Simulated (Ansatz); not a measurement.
Reactions of Br$_{2}$GaHO (`[OH][Ga]([Br])[Br]`).

Computed with Ansatz on PBE0-D4/def2-TZVP structures; ΔE is electronic, products minus reactants. CBS: MP2 limit from def2 TZ/QZ plus the TZ coupled-cluster correction, frozen cores. This one scheme is used for every species. Functionals use def2-TZVPP. def2 core potentials past Kr. For Br, Ga, Sn outer-core shells are correlated without core-valence functions, which leaves a few kJ/mol of doubt a bond. Scalar relativity is left out up to krypton. Each species was taken in one conformer, which may not be the lowest.

```
                                                                             reaction  ωB97X-V (kcal/mol)  PBE-D4 (kcal/mol)  B2PLYP (kcal/mol)
                   `[OH][Ga]([Br])[Br]` + `NB(S)S` → `[NH2][Ga]([Br])[Br]` + `OB(S)S`                -0.9               -0.1               -0.6
                              `[OH][Ga]([Br])[Br]` + H₂S → `[OH][Ga]([SH])[Br]` + HBr                 9.4                8.0                9.4
                 `[OH][Ga]([Br])[Br]` + `S[Si]Cl` → `[OH][Ga]([SH])[Br]` + `Cl[Si]Br`                 3.9                3.2                3.6
`[OH][Ga]([Br])[Br]` + `C[N](C)[AlH][SH]` → `C[N](C)[Ga]([Br])[Br]` + `[OH][AlH][SH]`                -9.5               -8.8               -9.7
      `[OH][Ga]([Br])[Br]` + `C[O][Sn][NH2]` → `C[O][Ga]([OH])[Br]` + `[NH2][Sn][Br]`                -4.3               -4.1               -4.8
           `[OH][Ga]([Br])[Br]` + `Cl[SiH]1CS1` → `[Cl][Ga]([Br])[Br]` + `O[SiH]1CS1`               -14.0              -12.4              -14.1
                 `[OH][Ga]([Br])[Br]` + `[OH][Ga]([OH])[OH]` → 2 `[OH][Ga]([OH])[Br]`                -0.7               -0.7               -0.6
```

Q: Give the CCSD(T)/CBS values in the same order. (Best estimate.)

A: Ansatz gave: -1.4, 8.7, 3.2, -11.3, -4.6, -13.8, -0.4 kcal/mol.

Largest T1 diagnostic: 0.017, for `C[O][Sn][NH2]`.
